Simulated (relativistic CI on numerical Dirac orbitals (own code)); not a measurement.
Forbidden lines of Ta⁵⁰⁺

Computed by Dirac-Coulomb-Breit CI, KLI orbitals optimised for each configuration, QED by a radiative potential, unscaled Slater integrals (own radial code, finite nucleus).

CI space (outside the closed core [Ne]): 3s²3p⁶3d⁵, 3s²3p⁵3d⁶, 3s²3p⁴3d⁷, 3s3p⁶3d⁶, 3p⁶3d⁷, 3s3p⁵3d⁷, 3s²3p⁶3d⁴4s, 3s²3p⁶3d⁴4p, 3s²3p⁴3d⁶4s, 3s²3p⁶3d⁴4d, 3s²3p⁴3d⁶4p, 3s²3p⁵3d⁵4s, 3s²3p⁶3d⁴4f, 3s3p⁵3d⁶4s, 3s²3p⁵3d⁵4p, 3s3p⁵3d⁶4p, 3p⁶3d⁶4s, 3s²3p⁶3d³4s², 3p⁶3d⁶4p, 3s²3p⁶3d³4s4p, 3s²3p⁶3d⁴5s, 3p⁶3d⁵4s². Levels of other configurations are missing.

```
λ vac (Å)                  Lower                  Upper  Type   A (s⁻¹)  log gf
   151.94    3s²3p⁶3d⁵ ⁶S5/2 [2]   3s²3p⁶3d⁵ ⁴P3/2 [17]    M1  1.66e+06   -4.64
   152.31    3s²3p⁶3d⁵ ²F7/2 [9]   3s²3p⁶3d⁵ ²G9/2 [25]    M1  9.10e+05   -4.50
   153.19    3s²3p⁶3d⁵ ⁴G7/2 [3]   3s²3p⁶3d⁵ ⁴F5/2 [21]    M1  1.29e+06   -4.57
   164.37  3s²3p⁶3d⁵ ²I11/2 [13]  3s²3p⁶3d⁵ ²H11/2 [30]    M1  2.87e+06   -3.86
   165.61   3s²3p⁶3d⁵ ²H11/2 [4]   3s²3p⁶3d⁵ ²H9/2 [19]    M1  7.42e+05   -4.52
   166.77   3s²3p⁶3d⁵ ⁴D7/2 [12]   3s²3p⁶3d⁵ ²F7/2 [29]    M1  1.78e+06   -4.23
   167.09   3s²3p⁶3d⁵ ⁶S5/2 [11]   3s²3p⁶3d⁵ ⁴P5/2 [28]    M1  6.87e+06   -3.76
   168.33    3s²3p⁶3d⁵ ⁶S5/2 [2]   3s²3p⁶3d⁵ ⁴D7/2 [12]    M1  8.07e+05   -4.56
   172.86   3s²3p⁶3d⁵ ⁴G9/2 [14]   3s²3p⁶3d⁵ ²F7/2 [29]    M1  2.18e+06   -4.11
   173.94    3s²3p⁶3d⁵ ⁴G7/2 [3]   3s²3p⁶3d⁵ ²F5/2 [18]    M1  1.06e+06   -4.54
   178.51    3s²3p⁶3d⁵ ²G9/2 [6]   3s²3p⁶3d⁵ ²H9/2 [19]    M1  2.13e+06   -3.99
   182.12    3s²3p⁶3d⁵ ⁴D3/2 [5]   3s²3p⁶3d⁵ ⁴P3/2 [17]    M1  2.75e+06   -4.26
   183.32    3s²3p⁶3d⁵ ⁴P5/2 [1]    3s²3p⁶3d⁵ ⁴D3/2 [5]    M1  3.13e+06   -4.20
   187.72    3s²3p⁶3d⁵ ⁴P5/2 [1]    3s²3p⁶3d⁵ ⁴G7/2 [3]    M1  1.32e+06   -4.26
   191.34    3s²3p⁶3d⁵ ⁶S5/2 [2]   3s²3p⁶3d⁵ ⁶S5/2 [11]    M1  5.41e+06   -3.75
   192.72    3s²3p⁶3d⁵ ⁴G7/2 [3]   3s²3p⁶3d⁵ ⁴G9/2 [14]    M1  1.17e+06   -4.19
   197.56   3s²3p⁶3d⁵ ²H11/2 [4]   3s²3p⁶3d⁵ ⁴G9/2 [14]    M1  7.65e+05   -4.35
   200.89    3s²3p⁶3d⁵ ⁴G7/2 [3]   3s²3p⁶3d⁵ ⁴D7/2 [12]    M1  1.17e+06   -4.25
   203.69   3s²3p⁶3d⁵ ²H11/2 [4]  3s²3p⁶3d⁵ ²I11/2 [13]    M1  1.90e+06   -3.85
   229.14    3s²3p⁶3d⁵ ⁴P5/2 [1]    3s²3p⁶3d⁵ ⁶S5/2 [2]    M1  2.77e+06   -3.88
```

Terms are leading LS components. Brackets give the number of a level in order of energy, since labels repeat. The list gives strong lines, with weight on those to low levels, among the lowest 400 of 9898 levels, so that lines to higher ones, which can be the strongest, are missing. Levels whose partners in the same complex of configurations lie outside the list can be far off, and so can their lines. Rates are taken at the computed energies, electric ones in the length gauge.

At this charge energies of transitions that change n are usually good to better than 1 %, and those within a shell (Δn = 0) to a few per cent.

LS names give the leading component of a level, which can be under half, so a name can repeat, a term be missing and a line seem to break the LS rules.
